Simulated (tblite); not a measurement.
C₅H₆F₂O₃.
Numbering: `[O:1]=[C:2]1[CH2:3][O:4][C@@H:5]([O:6][CH:7]([F:8])[F:9])[CH2:10]1` (hydrogens: H11, H12 on C3; H13 on C5; H14 on C7; H15, H16 on C10)

Computed with GFN2-xTB (tblite), gas phase: Langevin dynamics at 300 K from the optimised GFN2-xTB geometry, time step 0.5 fs, friction 0.01 fs⁻¹, 2000 steps.

Start geometry:
```
atom  x, y, z in Å
O1     -2.922   -1.129    0.508
C2     -1.909   -0.557    0.234
C3     -1.480    0.811    0.733
O4     -0.326    1.169   -0.010
C5      0.292    0.011   -0.475
O6      1.200   -0.516    0.496
C7      2.234    0.301    0.805
F8      2.776   -0.111    1.956
F9      3.218    0.217   -0.130
C10    -0.795   -1.040   -0.673
H11    -2.247    1.571    0.571
H12    -1.259    0.750    1.807
H13     0.849    0.272   -1.383
H14     1.954    1.367    0.896
H15    -1.145   -1.077   -1.704
H16    -0.449   -2.028   -0.376
```

The statistics below take the 31 frames saved every 25 fs from 250 to 1000 fs; their kinetic temperature (all 3N coordinates) averages 306 K.

Question: How do the bond lengths spread?

Answer: 
```tsv
bond	start (Å)	mean (Å)	standard deviation (Å)	shortest (Å)	longest (Å)
O1=C2	1.195	1.197	0.013	1.168	1.229
C2–C3	1.519	1.525	0.037	1.446	1.632
C3–O4	1.419	1.427	0.030	1.364	1.477
O4–C5	1.393	1.393	0.035	1.324	1.461
C5–O6	1.431	1.441	0.034	1.374	1.544
O6–C7	1.353	1.352	0.036	1.295	1.443
C7–F8	1.337	1.356	0.036	1.300	1.451
C7–F9	1.360	1.356	0.037	1.299	1.450
C5–C10	1.525	1.528	0.025	1.456	1.582
C2–C10	1.516	1.523	0.037	1.466	1.632
C3–H11	1.091	1.097	0.030	1.051	1.172
C3–H12	1.098	1.103	0.030	1.031	1.153
C5–H13	1.097	1.100	0.030	1.048	1.155
C7–H14	1.106	1.116	0.025	1.056	1.163
C10–H15	1.089	1.093	0.033	1.014	1.156
C10–H16	1.088	1.094	0.025	1.047	1.145
```

Question: Give the same statistics for bond angles, one of each kind among heavy atoms.

Answer: 
```tsv
angle	start (°)	mean (°)	standard deviation (°)	smallest (°)	largest (°)
O1–C2–C3	126.6	127.0	3.8	120.6	135.6
O1–C2–C10	127.4	126.8	3.1	117.9	134.0
C3–C2–C10	106.0	105.7	2.2	99.7	110.0
C2–C3–O4	106.6	106.3	2.3	101.8	110.5
C3–O4–C5	109.1	109.0	2.4	102.1	112.7
O4–C5–O6	111.2	111.6	3.4	104.4	119.2
O4–C5–C10	107.5	107.2	2.9	101.3	111.5
O6–C5–C10	106.7	105.8	3.6	98.9	113.1
C5–O6–C7	114.7	117.1	3.1	111.4	125.0
O6–C7–F8	108.7	110.3	3.7	102.2	118.1
O6–C7–F9	111.0	109.8	3.0	104.3	116.5
F8–C7–F9	106.2	105.5	3.1	100.1	112.0
C2–C10–C5	103.1	102.3	2.6	96.9	107.2
```

Question: Follow the torsions O4–C5–O6–C7 and C5–O6–C7–F8 through every second one of these frames.

Answer: 
```csv
t (fs),O4–C5–O6–C7 (°),C5–O6–C7–F8 (°)
250,-68,163
300,-56,164
350,-63,165
400,-58,165
450,-62,152
500,-50,141
550,-44,116
600,-53,106
650,-59,99
700,-42,85
750,-46,89
800,-49,97
850,-58,106
900,-57,115
950,-45,111
1000,-34,106
```

Largest departure from the start value over all these frames: O4–C5–O6–C7 28° (start -63°), C5–O6–C7–F8 77° (start 163°).

Question: How widely does the potential energy scatter, against a harmonic estimate?

Answer: Mean 0.52 eV above the start, standard deviation 0.111 eV, range 0.32 to 0.77 eV. For 42 classical harmonic modes at 300 K the canonical values are 42kT/2 = 0.54 eV and kT·√(42/2) = 0.118 eV.

The run is classical and short, so these are rough statistics of one trajectory.

The cost below is that of the whole dynamics run. The run took 12 s of wall time on an Arm Neoverse V1 with one thread, no GPU, shared host, and the process peaked at 0.18 GiB of memory.
